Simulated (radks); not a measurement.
Values are calculated unless marked as measured or tabulated.
Numerical settings for neutral tellurium, [Kr] 4d10 5s2 5p4. Code: a radial shooting solver on a logarithmic mesh with Libxc functionals. Model: scalar-relativistic Kohn-Sham, PBE, spin-unpolarised, spherical densities, finite nucleus; Fermi nuclear charge, rms radius 4.7423 fm. The defaults (mesh step 0.008 in ln r, mesh end at 40 bohr or more with all orbitals vanishing there, Anderson mixing 0.5 over 9 steps, residual threshold near 1e-9 with the energy settled to 1e-9 hartree or 1e-11 of itself, here a cap of 56 iterations) give E = -6794.2731 hartree and 5p at -5.953 eV in 15 iterations. Times are rough (one thread of a shared host). Changes against that run (0 stands for a change within the tolerance of the run):

| setting | iterations | converged | E (mhartree) | e(5p) (meV) | CPU (s) |
|---|---|---|---|---|---|
| mesh step in ln r 0.08 | 5 | no | diverged | - | 0.02 |
| mesh step in ln r 0.12 | 2 | no | diverged | - | 0.01 |
| mesh step in ln r 0.005 | 16 | yes | 0 | 0 | 0.26 |
| mesh end (bohr) 12 | 14 | yes | +0.0127 | +1.33 | 0.14 |
| mesh end (bohr) 8 | 14 | yes | +2.47 | +120 | 0.14 |
| residual threshold 0.01 | 6 | yes | +0.158 | -197 | 0.09 |
| residual threshold 1e-05 | 10 | yes | 0 | +0.0131 | 0.12 |
| mixing 0.01 | 31 | yes | 0 | 0 | 0.28 |
| linear mixing, mixing 0.05 | 56 | no | +5.78 | -206 | 0.51 |
| linear mixing, mixing 1 | 27 | no | diverged | - | 0.34 |
| mixing history 20 | 17 | yes | 0 | 0 | 0.18 |
| iteration cap 5 | 5 | no | +0.158 | -197 | 0.06 |

Settings that end as converged yet miss the energy by more than 1 mhartree: mesh end (bohr) 8 (+0.00247 hartree). A mesh that ends early acts as a hard wall.
